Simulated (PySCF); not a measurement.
# Two-component Hartree-Fock for Bi(43+) (bismuth, charge +43)

Start: [Kr] 4d4; 4d3/2 filled at m_j = -3/2, -1/2, +1/2, +3/2. Calculated with PySCF 2.14 in an even-tempered Gaussian basis (16 s from 5.5 bohr⁻², ratio 2.8; 14 p from 7.2 bohr⁻², ratio 2.8; 9 d from 7.2 bohr⁻², ratio 2.8; 3 f from 28 bohr⁻², ratio 3): generalised Hartree-Fock with the X2C-1e Hamiltonian and a Gaussian nucleus; one run each with spin-orbit coupling (SO) switched off, then screened by Boettger's factors.

```tsv
spinor shell	electrons	ε, spin-free (eV)	ε, screened SO (eV)	weight of nominal j (screened SO)	rms radius, screened SO (bohr)
1s1/2	2	-93076.7	-93031.3	1.000	0.0178
2s1/2	2	-18547.7	-18531.3	1.000	0.0718
2p1/2	2	-16182.1	-17865.6	1.000	0.0606
2p3/2	4	-16182.1	-15533.8	1.000	0.0691
3s1/2	2	-6035.2	-6028.4	1.000	0.181
3p1/2	2	-5343.4	-5731.6	1.000	0.173
3p3/2	4	-5343.4	-5187.6	1.000	0.189
3d3/2	4	-4649.5	-4719.0	1.000	0.165
3d5/2	6	-4649.5	-4595.9	1.000	0.169
4s1/2	2	-2690.8	-2687.9	1.000	0.379
4p1/2	2	-2432.3	-2566.9	1.000	0.376
4p3/2	4	-2432.3	-2376.4	1.000	0.406
4d3/2	4	-2178.5	-2192.7	1.000	0.387
```

```json
{"quantity": "E (hartree)", "spin-free": "-20303.11842", "screened SO": "-20347.29146"}
{"quantity": "M_J", "spin-free": "0", "screened SO": "0"}
{"quantity": "⟨J²⟩", "spin-free": "4.001", "screened SO": "0.000"}
{"quantity": "⟨L²⟩", "spin-free": "6.001", "screened SO": "2.538"}
{"quantity": "⟨S²⟩", "spin-free": "6.000", "screened SO": "2.538"}
```

Breit and QED terms are absent; they matter most for the inner s and p1/2 levels.

Densities and radii are taken from the X2C orbitals without a picture-change correction, which distorts them close to the nucleus.

Without spin-orbit coupling the j labels of p, d and f shells carry no meaning; the spin-free column gives the mean over the occupied spinors of each nl shell, and its ⟨J²⟩ belongs to a mixture of degenerate components.
